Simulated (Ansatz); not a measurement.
`C/C(Cl)=N\[SiH3]` + `[SH][SnH3]` → `C[S][SnH3]` + `[SiH3]/N=C/Cl`  (substitution at a C–C bond)

Computed with Ansatz on PBE0-D4/def2-TZVP structures; ΔE is electronic, products minus reactants. CBS: MP2 limit from def2 TZ/QZ plus the TZ coupled-cluster correction, frozen cores. Double bonds are as drawn, so ΔE can hold a change between cis and trans. Functionals use def2-TZVPP. def2 core potentials past Kr. For Sn outer-core shells are correlated without core-valence functions, which leaves a few kJ/mol of doubt a bond.

`C/C(Cl)=N\[SiH3]`:

Cartesian coordinates in Å:
```
C -0.694 1.311 -0.566
C 0.305 0.912 0.469
Cl 0.908 2.342 1.343
N 0.742 -0.201 0.783
Si 0.442 -1.804 0.216
H -1.059 0.436 -1.104
H -1.529 1.829 -0.091
H -0.237 2.012 -1.268
H 1.735 -2.358 -0.249
H -0.547 -1.888 -0.899
H -0.067 -2.591 1.366
```

`[SH][SnH3]`:

Cartesian coordinates in Å:
```
S -0.879 -1.432 -0.803
Sn 0.061 0.408 0.429
H 0.067 -1.396 -1.757
H 0.098 1.796 -0.562
H 1.638 0.006 0.938
H -0.984 0.618 1.755
```

`C[S][SnH3]`:

Z-matrix (Å, degrees):
```
C
S 1 1.817
H 1 1.090 2 111.6
H 1 1.090 2 106.5 3 118.3
H 1 1.090 2 111.6 3 -123.3
Sn 2 2.394 1 99.5 3 61.6
H 6 1.709 2 108.9 1 -59.2
H 6 1.701 2 106.7 1 -179.7
H 6 1.709 2 108.9 1 59.7
```

`[SiH3]/N=C/Cl`:

Z-matrix (Å, degrees):
```
Si
N 1 1.740
H 1 1.492 2 111.9
H 1 1.482 2 107.7 3 120.7
H 1 1.482 2 107.6 3 -120.7
C 2 1.238 1 125.6 3 -0.1
Cl 6 1.747 2 122.3 1 -180.0
H 6 1.094 2 128.1 1 0.0
```

CCSD(T)/CBS gives +9.4 kcal/mol.

(1) Another level gave +9.7 kcal/mol. Which?
A. HF/def2-TZVPP
B. BLYP/def2-TZVPP
C. B97M-V/def2-TZVPP
D. LDA (SPW92)/def2-TZVPP

Largest T1 diagnostic among the species: 0.013.

## Answers

(1) A. HF/def2-TZVPP 9.7, BLYP 8.6, LDA (SPW92) 12.0, B97M-V 11.0 kcal/mol.

From BLYP to BHLYP (50 % exact exchange), in def2-TZVPP and without D4, ΔE moves by +1.4 kcal/mol. Leaving LDA and LC-ωPBE aside and taking each functional with its dispersion term where it has one, the values, not all of them listed here, spread over 1.8 kcal/mol, from revPBE-D4 to B97M-V. LDA lies +2.8 kcal/mol from PBE without D4.
